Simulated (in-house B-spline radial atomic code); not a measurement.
RPA and G0W0 for Zr⁴⁺, [Ar] 3d10 4s2 4p6, as one setting changes: the highest l of the empty states. Start: PBE. A dash marks a level of low quasi-particle weight. Computed with an all-electron radial atomic-structure program (B-spline basis): all electrons, scalar-relativistic (spin-free one-electron X2C), finite nucleus, each spin shell either full or empty, empty states to the listed l with an (l + 1/2)⁻⁴ tail; G0W0 by contour deformation at full frequency.

```
highest l of the empty states  RPA summed (Eh)  RPA extrapolated (Eh)  G0W0 level (eV)
                            4          -2.4001                -2.7567        4p -81.04
                            5                ?                      ?                ?
                            6           -2.629                -2.7574        4p -81.02
                            7          -2.6684                -2.7489        4p -81.01
                            8                ?                      ?                ?
                            9           -2.703                -2.7378        4p -81.00
                           10          -2.7111                -2.7357        4p -81.00
                           11          -2.7164                -2.7344        4p -81.00
```

Q: What belongs in the row for 5?

A: RPA summed (Eh): -2.5543; RPA extrapolated (Eh): -2.769; G0W0 level (eV): 4p -81.03.

Q: What belongs in the row for 8?

A: RPA summed (Eh): -2.6901; RPA extrapolated (Eh): -2.7415; G0W0 level (eV): 4p -81.01.
